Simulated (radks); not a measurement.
Results of a calculation; reference values are marked as such.
Ionisation of Mg+, [Ne] 3s1, to Mg2+, [Ne], under several functionals. Non-relativistic Kohn-Sham, spin-polarised, spherical densities, point nucleus; open shells are filled with parallel spins first; a radial shooting solver on a logarithmic mesh with Libxc functionals.

\begin{tabular}{lrrrrrr}
functional & E(Mg+) (hartree) & Exc (hartree) & IE (eV) & -e(HOMO) (eV) & <r> HOMO (bohr) & IE error (eV) \\ \hline
HCTH/407 & -199.79044 & -16.27465 & 15.026 & 11.844 & 2.794 & -0.010 \\
r2SCAN & -199.77350 & -16.24791 & 15.023 & 12.053 & 2.784 & -0.012 \\
MS2 meta-GGA & -199.80666 & -16.28061 & 15.185 & 12.092 & 2.792 & +0.150 \\
BLYP & -199.81231 & -16.27243 & 15.443 & 11.823 & 2.747 & +0.408 \\
AM05 & -198.96055 & -15.38816 & 15.139 & 11.859 & 2.772 & +0.104 \\
TASK exchange with Perdew-Wang LDA correlation & -199.77868 & -16.25610 & 14.285 & 12.067 & 2.877 & -0.751 \\
Wu-Cohen GGA & -199.48474 & -15.93628 & 15.196 & 11.895 & 2.768 & +0.161 \\
BP86 & -199.81150 & -16.27308 & 15.253 & 12.012 & 2.763 & +0.218 \\
Tao-Mo meta-GGA & -199.73238 & -16.19376 & 15.150 & 11.942 & 2.784 & +0.115 \\
exchange-only B88 & -199.38395 & -15.83402 & 14.987 & 11.582 & 2.792 & -0.048 \\
\end{tabular}

NIST Atomic Spectra Database: 15.035 eV (measured). Closest: HCTH/407. The Delta-SCF values span 1.16 eV, the total energies 0.85 hartree. The highest occupied level is 3s.
